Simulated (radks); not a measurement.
Values are calculated unless marked as measured or tabulated.
Q: Species: Hg II. Configuration: [Xe] 4f14 5d10 6s0.75 5f0.25 (fractional occupations, a model configuration). Code: a radial shooting solver on a logarithmic mesh with Libxc functionals. Model: scalar-relativistic Kohn-Sham, Wu-Cohen GGA, spin-polarised, spherical densities, finite nucleus; open shells are filled with parallel spins first (spin-orbit coupling, left out, can overturn this in heavy ions); Fermi nuclear charge, rms radius 5.4648 fm. Some entries of the table are withheld. Estimate them.

orbital,occ.,eigenvalue (eV),<r^2> (bohr^2)
1s up,1,-83139.77,0.0003810
1s down,1,-83139.76,0.0003810
2s up,1,-14744.99,0.005798
2s down,1,-14744.99,0.005798
2p up,3,-12722.74,0.004898
2p down,3,-12722.73,0.004898
3s up,1,-3507.240,0.03736
3s down,1,-3507.232,0.03736
3p up,3,-2922.612,0.03848
3p down,3,-2922.604,0.03848
3d up,5,-2305.740,0.03188
3d down,5,-2305.735,0.03188
4s up,1,-779.3775,0.1799
4s down,1,-779.3657,0.1799
4p up,3,-587.5944,0.2057
4p down,3,-587.5806,0.2057
4d up,5,-359.5877,0.2328
4d down,5,-359.5716,0.2328
5s up,1,-129.0595,0.9120
5s down,1,-129.0388,0.9116
4f up,7,-106.8239,0.2811
4f down,7,-106.8064,0.2811
5p up,3,-77.4888,1.223
5p down,3,-77.4438,1.220
5d up,5,-20.7543,2.546
5d down,5,-20.4940,2.497
6s up,0.75,-16.5547,6.833
6s down,0,-15.8112,6.844
5f up,0.25,(1),(2)

A: 
(1) 5f up eigenvalue (eV): -1.7778
(2) 5f up <r^2> (bohr^2): 149.4
